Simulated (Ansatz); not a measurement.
Geometry optimisation, Ansatz 0.2.0, RHF/6-31G*.

input.yaml

```yaml
crystal:
  periodic: [false, false, false]
  atoms:
    - { symbol: Mg, position_ang: [-0.941684, -0.562405, -0.442334] }
    - { symbol: C, position_ang: [0.476974, -1.853181, 0.547463] }
    - { symbol: Cl, position_ang: [-2.645501, 0.059453, -1.744471] }
    - { symbol: H, position_ang: [0.225994, 2.483741, -0.241287] }
    - { symbol: O, position_ang: [0.721082, 2.297871, -1.037796] }
    - { symbol: H, position_ang: [0.128303, 0.324378, 1.424213] }
    - { symbol: F, position_ang: [-0.497164, 0.887226, 1.067067] }
    - { symbol: H, position_ang: [0.915767, -1.522684, 1.495656] }
    - { symbol: H, position_ang: [1.323969, -2.061279, -0.104962] }
    - { symbol: H, position_ang: [0.017594, -2.815303, 0.770671] }
    - { symbol: H, position_ang: [0.274565, 2.762184, -1.734221] }
basis:
  gaussian: { orbitals: "6-31G*" }
hamiltonian:
  xc: hf
relax:
  f_tol: 0.03
  max_steps: 50
```

Launched with:

```bash
$ ansatz run input.yaml --threads 2 --pin off --max-ram 3072MiB --backend cpu --events-out ev --progress --plain --runs-dir out
```

Where does it end, and by what steps?

The run converged. The force dipped under the threshold on the way, but the program's further checks kept it going. After 33 steps the energy has fallen by 0.754 eV; H4 moved furthest, 1.52 Å. Joined: Mg1–O5 (3.36 → 2.10 Å).

```json
{"step": "0", "energy less start (eV)": "0.0000", "largest force component (eV/Å)": "0.763", "accepted": "yes"}
{"step": "2", "energy less start (eV)": "-0.1715", "largest force component (eV/Å)": "1.975", "accepted": "yes"}
{"step": "4", "energy less start (eV)": "-0.6041", "largest force component (eV/Å)": "0.826", "accepted": "yes"}
{"step": "6", "energy less start (eV)": "-0.6811", "largest force component (eV/Å)": "0.862", "accepted": "yes"}
{"step": "8", "energy less start (eV)": "-0.6987", "largest force component (eV/Å)": "0.857", "accepted": "yes"}
{"step": "10", "energy less start (eV)": "-0.7110", "largest force component (eV/Å)": "0.368", "accepted": "no"}
{"step": "12", "energy less start (eV)": "-0.7338", "largest force component (eV/Å)": "0.036", "accepted": "yes"}
{"step": "14", "energy less start (eV)": "-0.7358", "largest force component (eV/Å)": "0.032", "accepted": "yes"}
{"step": "16", "energy less start (eV)": "-0.7374", "largest force component (eV/Å)": "0.129", "accepted": "yes"}
{"step": "18", "energy less start (eV)": "-0.7381", "largest force component (eV/Å)": "0.036", "accepted": "yes"}
{"step": "20", "energy less start (eV)": "-0.7400", "largest force component (eV/Å)": "0.026", "accepted": "yes"}
{"step": "22", "energy less start (eV)": "-0.7406", "largest force component (eV/Å)": "0.017", "accepted": "yes"}
{"step": "24", "energy less start (eV)": "-0.7423", "largest force component (eV/Å)": "0.100", "accepted": "yes"}
{"step": "26", "energy less start (eV)": "-0.7436", "largest force component (eV/Å)": "0.076", "accepted": "yes"}
{"step": "28", "energy less start (eV)": "-0.7088", "largest force component (eV/Å)": "1.917", "accepted": "no"}
{"step": "30", "energy less start (eV)": "-0.7510", "largest force component (eV/Å)": "0.379", "accepted": "yes"}
{"step": "32", "energy less start (eV)": "-0.7538", "largest force component (eV/Å)": "0.040", "accepted": "yes"}
{"step": "33", "energy less start (eV)": "-0.7542", "largest force component (eV/Å)": "0.019", "accepted": "yes"}
```

```xyz
11
Properties=species:S:1:pos:R:3
Mg -0.683 0.034 -0.323
C 0.637 -1.481 0.417
Cl -2.469 0.441 -1.680
H 1.267 1.837 -1.141
O 0.340 1.751 -0.955
H -0.564 -0.018 2.045
F -1.110 0.623 1.661
H 1.018 -1.386 1.441
H 1.534 -1.539 -0.203
H 0.184 -2.472 0.368
H -0.153 2.211 -1.630
```

The run took 84 s on 2 threads of Intel(R) Xeon(R) Platinum 8259CL CPU @ 2.50GHz (Skylake/Cascade Lake), on a shared host, peak memory 0.2 GiB.
